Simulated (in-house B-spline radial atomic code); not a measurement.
# Ionising the lanthanum ion La²⁺ with different functionals

Computed with an all-electron radial atomic-structure program (B-spline basis): four-component Dirac-Coulomb Hamiltonian, Fermi nucleus of rms radius 4.855 fm, spin-restricted, spherical fractional occupations for the functionals. The ionisation energy is the difference of two self-consistent energies, [Xe] 5d1 → [Kr] 4d10 5s2 5p6, without Breit or QED terms; ε is the level of the shell that loses the electron (mean over j). The electron is taken from both j subshells in proportion to 2j + 1, so the result is a j average, not the step between ground levels.

Hybrids are left out here: with spherical fractional occupations of an open shell their exact exchange keeps a self-interaction that integer-occupation calculations don't have.

```csv
method,rung,ΔSCF (eV),-ε(5d) (eV)
LDA VWN5,LDA,?,?
relativistic LDA,LDA,19.11,14.87
LDA PW92,LDA,19.09,14.85
LDA exchange-only,LDA,17.85,13.67
PBE,GGA,18.94,14.69
PBEsol,GGA,18.90,14.65
BLYP,GGA,18.86,14.60
RPBE,GGA,?,?
PW91,GGA,19.01,14.74
BP86,GGA,18.96,14.75
AM05,GGA,18.86,14.62
OLYP,GGA,18.94,14.62
```

(1) What does LDA VWN5 give?

(2) What does RPBE give?

(3) How do they compare with the NIST value?

## Answers

(1) ΔSCF 19.09 eV, and -ε(5d) = 14.86 eV.

(2) ΔSCF 18.92 eV, and -ε(5d) = 14.66 eV.

(3) NIST lists 19.177 eV (measured, ground level to ground level). Errors run from -1.33 to -0.07 eV; relativistic LDA is closest (-0.07 eV), but part of that can be cancellation, since the calculations leave out Breit-QED terms, spin polarisation, the choice among j levels, multiplet and fine-structure energies.
